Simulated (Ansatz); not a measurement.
Geometry optimisation, RKS PBE0-D4/def2-SVP (Ansatz).

The input (input.yaml):

```yaml
crystal:
  periodic: [false, false, false]
  atoms:
    - { symbol: B, position_ang: [-0.027834, 0.439344, -0.36697] }
    - { symbol: F, position_ang: [0.206166, 0.060302, 2.117] }
    - { symbol: Cl, position_ang: [1.368666, -0.463136, -0.958677] }
    - { symbol: O, position_ang: [-1.280929, -0.007338, -0.50627] }
    - { symbol: H, position_ang: [-1.338217, -0.891707, -0.887655] }
    - { symbol: H, position_ang: [0.140125, 1.538032, 0.081261] }
    - { symbol: H, position_ang: [0.159123, 0.941403, 1.844011] }
basis:
  gaussian: { orbitals: def2-SVP }
hamiltonian:
  xc: pbe0
  dispersion: d4
relax:
  f_tol: 0.03
  max_steps: 50
```

Command:

```bash
$ ansatz run input.yaml --threads 1 --pin off --max-ram 2048MiB --backend cpu --events-out ev --progress --plain --runs-dir out
```

Q: Where does it end, and by what steps?

A: The forces met the threshold. After 5 steps the energy has fallen by 0.011 eV; H7 moved furthest, 0.12 Å.

```json
{"step": "0", "energy less start (eV)": "0.0000", "largest force component (eV/Å)": "0.232", "accepted": "yes"}
{"step": "1", "energy less start (eV)": "-0.0080", "largest force component (eV/Å)": "0.225", "accepted": "yes"}
{"step": "2", "energy less start (eV)": "-0.0101", "largest force component (eV/Å)": "0.143", "accepted": "yes"}
{"step": "3", "energy less start (eV)": "-0.0106", "largest force component (eV/Å)": "0.090", "accepted": "yes"}
{"step": "4", "energy less start (eV)": "-0.0107", "largest force component (eV/Å)": "0.040", "accepted": "yes"}
{"step": "5", "energy less start (eV)": "-0.0111", "largest force component (eV/Å)": "0.024", "accepted": "yes"}
```

```xyz
7
Properties=species:S:1:pos:R:3
B -0.020 0.448 -0.426
F 0.222 0.055 2.212
Cl 1.361 -0.474 -1.023
O -1.274 -0.005 -0.521
H -1.335 -0.900 -0.878
H 0.159 1.559 0.009
H 0.114 0.934 1.950
```

Whether the end is a true minimum wasn't checked by a vibrational analysis.

Run time: 18 s on 1 thread of Arm Neoverse V1 (shared host), peak memory 0.16 GiB.
